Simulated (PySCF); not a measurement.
Heteronuclear NMR

Atoms are numbered as in `[CH3:1][SiH2:2][Si:3]([SiH3:4])([SiH3:5])[N:6]([CH3:7])[CH3:8]` (H(Xn): hydrogen on atom n).

All values are calculated (PySCF 2.14.0 with density-fitted response routines): shieldings: GIAO PBE0/pcSseg-1, geometry from GFN2-xTB. Averaged over atoms made equivalent by symmetry, fast rotation or ring inversion, in vacuum, one computed conformer, non-relativistic Hamiltonian.

Q: Predict the 29Si NMR data.

A: 
```csv
atoms,environment,σ (ppm),δ (ppm)
Si3,"silicon bonded to N, 3 Si",376.6,-29.6
Si2,"silicon bonded to C, Si, 2 H",422.9,-67.6
Si4/Si5,"silicon bonded to Si, 3 H",470.5,-106.8
```

Shieldings were converted by a linear fit to measured shifts: 29Si (scatter 8.9 ppm rms, 25.8 ppm with the 6 outliers that the fit left out vs TMS, solution or neat liquid). Occasional misses reach two or three times the rms, and more in compound classes unlike the fitted ones.

On a 400 MHz spectrometer 29Si resonates near 79.5 MHz, so 1 ppm is 79.5 Hz.

Q: What are the 15N shifts?

A: 
| atoms | environment | σ (ppm) | δ (ppm) |
| --- | --- | --- | --- |
| N6 | nitrogen bonded to 2 C, Si | 262.9 | -390.4 |

Shieldings were converted by a linear fit to measured shifts: 15N (scatter 6.3 ppm rms vs CH3NO2, solution or neat liquid). Occasional misses reach two or three times the rms, and more in compound classes unlike the fitted ones.

On a 400 MHz spectrometer 15N resonates near 40.5 MHz, so 1 ppm is 40.5 Hz.
